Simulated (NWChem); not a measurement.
System meant: C3H5F; SMILES C/C=C\F

Input file for NWChem:

```
start job
memory heap 200 mb stack 900 mb global 1100 mb
geometry units angstroms noautoz
  C      0.551505     1.484022     0.000000
  C     -0.651118     0.591119     0.000000
  C     -0.616208    -0.750182     0.000000
  F      0.538386    -1.447688     0.000000
  H      1.488401     0.895530     0.000000
  H      0.560069     2.149442     0.889689
  H      0.560069     2.149442    -0.889689
  H     -1.654755     1.046790     0.000000
  H     -1.502902    -1.405544     0.000000
end
basis spherical
  * library def2-svp
end
dft
  odft
  mult 2
  xc b3lyp
  iterations 150
  mulliken
end
task dft energy
```

End of the output:

```
 Summary of "ao basis" -> "" (spherical)
 ------------------------------------------------------------------------------
       Tag                 Description            Shells   Functions and Types
 ---------------- ------------------------------  ------  ---------------------
 *                          def2-svp                  on all atoms

                                 NWChem DFT Module
                                 -----------------

 Summary of "ao basis" -> "ao basis" (spherical)
 ------------------------------------------------------------------------------
       Tag                 Description            Shells   Functions and Types
 ---------------- ------------------------------  ------  ---------------------
 C                          def2-svp                 6       14   3s2p1d
 F                          def2-svp                 6       14   3s2p1d
 H                          def2-svp                 3        5   2s1p

 Summary of "ao basis" -> "ao basis" (spherical)
 ------------------------------------------------------------------------------
       Tag                 Description            Shells   Functions and Types
 ---------------- ------------------------------  ------  ---------------------
 C                          def2-svp                 6       14   3s2p1d
 F                          def2-svp                 6       14   3s2p1d
 H                          def2-svp                 3        5   2s1p

      Symmetry analysis of basis
      --------------------------

        a'         57
        a"         24

  number of electrons :                   32
  multiplicity        :                    2
 ------------------------------------------------------------------------
  no. of electrons and multiplicity not compatible                  32
 ------------------------------------------------------------------------
 ------------------------------------------------------------------------
  current input line :
    24: task dft energy
 ------------------------------------------------------------------------
 ------------------------------------------------------------------------
 There is an error in the input file
 ------------------------------------------------------------------------
 For more information see the NWChem manual at https://nwchemgit.github.io

0: no. of electrons and multiplicity not compatible:Received an Error in Communication
```

Question: Find the fault in this run and fix the input.

Answer: The input was rejected before any calculation. Cause: the multiplicity doesn't fit the number of electrons (an even count wants an odd multiplicity, and the reverse). This input runs:
```
start job
memory heap 200 mb stack 900 mb global 1100 mb
geometry units angstroms noautoz
  C      0.551505     1.484022     0.000000
  C     -0.651118     0.591119     0.000000
  C     -0.616208    -0.750182     0.000000
  F      0.538386    -1.447688     0.000000
  H      1.488401     0.895530     0.000000
  H      0.560069     2.149442     0.889689
  H      0.560069     2.149442    -0.889689
  H     -1.654755     1.046790     0.000000
  H     -1.502902    -1.405544     0.000000
end
basis spherical
  * library def2-svp
end
dft
  xc b3lyp
  iterations 150
  mulliken
end
task dft energy
```
It converges to -216.98137 Ha (B3LYP/def2-SVP).
